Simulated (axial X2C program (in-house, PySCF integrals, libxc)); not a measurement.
**Working with the constants of BaP⁺**

A bond curve at the CCSD(T) level, two-component, was computed with an axial X2C code built on PySCF integrals (basis Ba dyall-cv3z [14s14p9d5f1g], P dyall-v3z [8s7p2d1f] (cores contracted in-house)) for the state Ω = 1 (⟨Sz⟩ = 1.00, ⟨Lz⟩ = 0.00 at HF). Its fit gives Re = 2.9367 Å, ωe = 251.9 cm⁻¹, ωexe = 0.827 cm⁻¹ and αe = 3.042e-04 cm⁻¹; the masses are 137.9052 and 30.9738 u. Two-component means X2C with spin–orbit coupling and atomic mean-field Coulomb and Gaunt terms.

Correlated methods: 14 electrons correlated (number of frozen shells: Ba 4 s, 3 p, 2 d; P 2 s, 1 p), 268 virtual spin orbitals or spinors in MP2, 90 natural virtuals in coupled cluster.

Problem. Find the reduced mass, Be and the force constant.

Solution. From the CCSD(T) values: μ = 25.2929 u. Be = 16.8576/(μ Re²) = 0.07728 cm⁻¹. k = 5.8918×10⁻⁷ μ ωe² = 0.946 mdyn/Å.

Problem. A Morse curve ties αe to the other constants (Pekeris). How well does that hold?

Solution. αe(Morse) = 6Be²/ωe × (√(ωexe/Be) − 1) = 3.231e-04 cm⁻¹; the CCSD(T) curve gives 3.042e-04 cm⁻¹, a ratio of 1.06.

Problem. Estimate the centrifugal constant by the Kratzer relation.

Solution. D = 4Be³/ωe² = 2.91e-08 cm⁻¹.

Problem. Estimate De from a Morse curve and compare with the computed well depth of 1.392 eV to Ba+ + P.

Solution. De(Morse) = ωe²/(4ωexe) = 2.378 eV against 1.392 eV computed, a ratio of 1.71. The extrapolation overshoots: the well softens faster than a Morse curve, or the lowest atomic limit lies below the one to which the curve heads.

Problem. Where do the fundamental and the first overtone lie?

Solution. ν(1←0) = ωe − 2ωexe = 250.2 cm⁻¹; ν(2←0) = 2ωe − 6ωexe = 498.8 cm⁻¹.

The state is a single determinant with fixed occupations, the lowest that a limited PBE0 search found. De is counted from the lowest determinant-based energies of the atoms at the same level, without counterpoise correction. Coupled cluster ran in a truncated set of natural virtual spinors; the MP2 energy of the rest was added. (T) has no such correction and the atoms are truncated less, which lowers De at CCSD(T) by a hundredth of an eV or more. PBE0 can misorder states that lie within some tenths of an eV, so this need not be the ground state of the molecule. The nearest other 2c determinant of the search, Ω = 2, lies 0.46 eV up at the distance of the search. With several unpaired electrons one determinant need not be a pure state. Open-shell Ω = 0 determinants with evenly filled partner blocks cannot be reached by this program, so the Ω shown need not be the lowest component. This is the Ω = 1 component of a π² triplet; the 0⁺ component is not one determinant and can lie lowest.
